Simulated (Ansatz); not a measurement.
`O=BF` + `O=BO` → `O=BOB=O` + H–F at 600 K and 1 bar (ligand exchange at a B–F bond).

Gas-phase electronic energies from Ansatz, PBE0-D4/def2-TZVP geometries. CCSD(T)/CBS adds triple-zeta CCSD(T) − MP2 to the extrapolated MP2 energy (def2 sets, frozen cores). This one scheme is used for every species. Each species was taken in one conformer, which may not be the lowest.

| species | CCSD(T)/CBS energy (Eh) | H − E (kJ/mol) | S (J/(mol·K)) |
| --- | --- | --- | --- |
| `O=BF` | -199.84682 | 49.0 | 256.3 |
| `O=BO` | -175.82890 | 81.5 | 280.2 |
| `O=BOB=O` | -275.27013 | 87.8 | 337.9 |
| H–F | -100.39570 | 42.3 | 194.0 |

H − E and S are ideal-gas, rigid-rotor, harmonic terms from PBE0-D4/def2-TZVP, for one conformer and one mirror image of each species. 1 Eh = 2625.50 kJ/mol, R = 8.31446 J/(mol·K).

Task: By hand: ΔE, ΔH, ΔS and ΔG.

Result: ΔE = (-275.27013) + (-100.39570) − (-199.84682) − (-175.82890) = 0.00989 Eh = 26.0 kJ/mol. Δ(H − E) = 87.8 + 42.3 − 49.0 − 81.5 = -0.4, so ΔH = 25.6 kJ/mol. ΔS = 337.9 + 194.0 − 256.3 − 280.2 = -4.6 J/(mol·K). ΔG = 25.6 − 600 × (-4.6)/1000 = 28.4 kJ/mol.

Task: By hand: the equilibrium constant, and the temperature at which ΔG would vanish if ΔH and ΔS stayed fixed.

Result: log₁₀ K = −ΔG/(RT ln 10) = -2.5. ΔH and −TΔS have one sign here, so there is no such temperature.

The number of gas molecules stays the same, so ΔS is small and ΔH decides. A doubt of 5 kJ/mol in ΔE shifts log₁₀ K by 0.4 here. Other conformers and mirror images would add mixing entropy, several J/(mol·K) or more a flexible species. These are equilibria of isolated gas molecules and say nothing of rates. Largest T1 diagnostic: 0.018 (customary marks: 0.02 for closed shells, 0.045 for open ones).

ΔS is within the doubt of such terms, so its sign, and with it that verdict, could turn.
